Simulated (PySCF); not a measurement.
CH₅FO₂SSi, SMILES CS[Si](O)(O)F.

Coordinates come from a B3LYP-D3(BJ)/def2-SVP optimisation. One conformer was computed; it need not be the lowest.

Level of theory: PySCF with B3LYP-D3(BJ)/def2-SVP.

Frequencies are harmonic and unscaled.

| mode | ν (cm⁻¹) | IR (km/mol) | Raman (Å⁴/amu) | depolarisation | moving atoms (share of kinetic energy) |
|---|---|---|---|---|---|
| 1 | 32 | 2.7 | 1.3 | 0.75 | C 35 %, H 22 %, O 19 %, S 12 %, F 11 % |
| 2 | 114 | 0.5 | 0.2 | 0.69 | H 89 % |
| 3 | 129 | 24.9 | 0.7 | 0.71 | H 40 %, O 22 %, F 19 %, C 16 % |
| 4 | 157 | 21.4 | 3.2 | 0.72 | H 64 %, C 20 % |
| 5 | 203 | 31.5 | 1.4 | 0.70 | H 28 %, O 26 %, F 23 %, S 21 % |
| 6 | 258 | 52.9 | 1.1 | 0.42 | H 44 %, O 20 %, S 12 %, F 9 % |
| 7 | 272 | 43.6 | 1.5 | 0.50 | H 40 %, O 39 % |
| 8 | 322 | 37.5 | 2.4 | 0.60 | F 28 %, O 26 %, S 23 %, H 13 %, Si 10 % |
| 9 | 337 | 69.9 | 1.0 | 0.75 | O 44 %, F 20 %, H 16 %, Si 12 %, S 9 % |
| 10 | 362 | 40.6 | 1.6 | 0.75 | O 49 %, Si 20 %, F 18 % |
| 11 | 535 | 88.4 | 6.9 | 0.04 | S 35 %, Si 34 %, O 14 %, H 9 %, F 8 % |
| 12 | 694 | 9.3 | 14.9 | 0.27 | C 59 %, S 32 %, H 9 % |
| 13 | 777 | 124.6 | 4.2 | 0.16 | H 43 %, O 36 %, F 16 % |
| 14 | 796 | 200.5 | 1.4 | 0.67 | H 74 %, O 25 % |
| 15 | 864 | 224.3 | 2.4 | 0.23 | H 37 %, Si 30 %, F 20 %, O 11 % |
| 16 | 937 | 185.6 | 1.7 | 0.16 | Si 46 %, O 29 %, F 20 % |
| 17 | 966 | 10.2 | 4.6 | 0.75 | H 79 %, C 13 % |
| 18 | 980 | 14.5 | 4.5 | 0.65 | H 78 %, C 15 % |
| 19 | 991 | 120.4 | 2.1 | 0.74 | Si 43 %, O 36 %, H 19 % |
| 20 | 1333 | 6.4 | 2.0 | 0.58 | H 87 %, C 13 % |
| 21 | 1448 | 7.1 | 17.0 | 0.75 | H 95 % |
| 22 | 1463 | 9.2 | 12.4 | 0.74 | H 95 % |
| 23 | 3055 | 17.3 | 126.5 | 0.01 | H 98 % |
| 24 | 3164 | 2.4 | 69.2 | 0.72 | H 90 %, C 10 % |
| 25 | 3170 | 1.5 | 73.1 | 0.72 | H 90 %, C 10 % |
| 26 | 3862 | 101.7 | 173.0 | 0.32 | H 94 % |
| 27 | 3876 | 112.7 | 87.3 | 0.26 | H 94 % |
